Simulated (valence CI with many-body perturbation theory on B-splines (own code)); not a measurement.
## Valence orbitals of Ca XIV

Computed by relativistic CI+MBPT: five valence electrons over a frozen Dirac-Fock core [He], a basis of 11 s, 11 p, 10 d, 8 f, 5 g, 2 h functions for each j, with the one-electron correlation potential Σ1 (screened to all orders), the two-electron term Σ2, the three-electron term Σ3, Breit, model QED; selected single and double excitations, second order for the rest, scaled by the run's own slope (own B-spline code, finite nucleus).

No measured levels were compared; by estimate levels of excited configurations hold to 0.05 to 0.15 % of their energy, terms of the ground configuration to about 0.5 %. Among the levels kept, up to 5500 cm⁻¹ of a level comes from second order outside the variational space, and about a tenth of that is noise between levels of different J, which matters for small intervals.

These are the spectroscopic orbitals of the CI (the correlating ones are not listed), shaped by the core and the other valence electrons. h is the expectation value of the core's Dirac-Fock operator, without the valence repulsion; Σ1 is computed up to l = 3 at one energy for each symmetry, that of its lowest orbital but kept below the first core excitation, so for empty shells it is not the orbital's own correlation shift; Breit and QED include the response of the core.

```tsv
Orbital	h (hartree)	Σ1 (cm⁻¹)	Breit (cm⁻¹)	QED (cm⁻¹)	⟨r⟩ (bohr)
2s1/2	-42.369	-1075	1619	1227	0.3394
3s1/2	-18.306	-231	410	319	0.8223
4s1/2	-10.116	-84.9	157	123	1.528
5s1/2	-6.4104	-40.8	76.8	60.3	2.445
6s1/2	-4.4226	-22.8	43.3	34.0	3.575
7s1/2	-3.2343	-14.0	26.7	21.1	4.919
2p1/2	-40.97	-2300	3017	-85.0	0.2971
3p1/2	-17.857	-469	763	-21.8	0.7993
4p1/2	-9.9228	-173	297	-8.5	1.522
5p1/2	-6.3104	-83.4	147	-4.2	2.457
6p1/2	-4.3644	-46.7	83.3	-2.4	3.605
7p1/2	-3.1976	-28.9	51.8	-1.5	4.965
2p3/2	-40.773	-2223	1350	0.9	0.2992
3p3/2	-17.8	-454	334	0.2	0.8022
4p3/2	-9.8993	-167	129	0.1	1.526
5p3/2	-6.2985	-80.8	63.7	0.0	2.461
6p3/2	-4.3575	-45.3	36.1	0.0	3.611
7p3/2	-3.1933	-28.0	22.4	0.0	4.972
3d3/2	-17.476	-145	15.4	-3.2	0.7109
4d3/2	-9.7666	-61.9	8.3	-1.3	1.452
5d3/2	-6.231	-31.8	4.6	-0.6	2.405
6d3/2	-4.3186	-18.4	2.8	-0.4	3.572
7d3/2	-3.1689	-11.6	1.8	-0.2	4.951
3d5/2	-17.46	-144	4.6	2.6	0.7118
4d5/2	-9.7598	-61.3	2.4	1.1	1.454
5d5/2	-6.2276	-31.4	1.4	0.6	2.407
6d5/2	-4.3166	-18.2	0.8	0.3	3.574
7d5/2	-3.1677	-11.5	0.5	0.2	4.953
4f5/2	-9.6505	-9.6	0.0	-0.6	1.279
5f5/2	-6.1771	-5.5	0.0	-0.3	2.240
6f5/2	-4.2888	-3.4	0.0	-0.2	3.416
7f5/2	-3.1505	-2.2	0.0	-0.1	4.805
4f7/2	-9.6476	-9.6	0.0	0.4	1.280
5f7/2	-6.1756	-5.5	0.0	0.2	2.241
6f7/2	-4.2879	-3.3	0.0	0.1	3.417
7f7/2	-3.15	-2.2	0.0	0.1	4.805
5g7/2	-6.1624		0.0	-0.2	1.963
6g7/2	-4.2797		0.0	-0.1	3.141
7g7/2	-3.1444		0.0	-0.1	4.532
5g9/2	-6.1615		0.0	0.1	1.964
6g9/2	-4.2792		0.0	0.1	3.142
7g9/2	-3.1441		0.0	0.0	4.533
6h9/2	-4.2786				2.785
6h11/2	-4.2782				2.785
```

Among the shells of the start configuration 2s2 2p3, Σ1 is largest in size for 2p1/2, where it is 0.026 % of h.

Lowest root of each symmetry, sizes in configuration state functions:

```tsv
J	Parity	Roots	Reference	Variational	Second order	Change by selected CI (cm⁻¹)	Change by second order (cm⁻¹)
1/2	even	25	105	31990	1714303	-25581	-828
3/2	even	33	160	31880	1626157	-24182	-2170
5/2	even	27	159	31961	2140178	-23525	-2856
7/2	even	12	110	31991	3480602	-34098	-2844
9/2	even	4	67	34065	3654435	-35696	-1367
1/2	odd	24	101	31936	978251	-26640	-1195
3/2	odd	36	159	31988	1762793	-22671	-1595
5/2	odd	28	151	31881	2285555	-25102	-3212
7/2	odd	17	113	31542	3702638	-30379	-4885
9/2	odd	7	65	31899	3690005	-24365	-724
11/2	odd	2	33	44626	3426798	-35519	-996
```
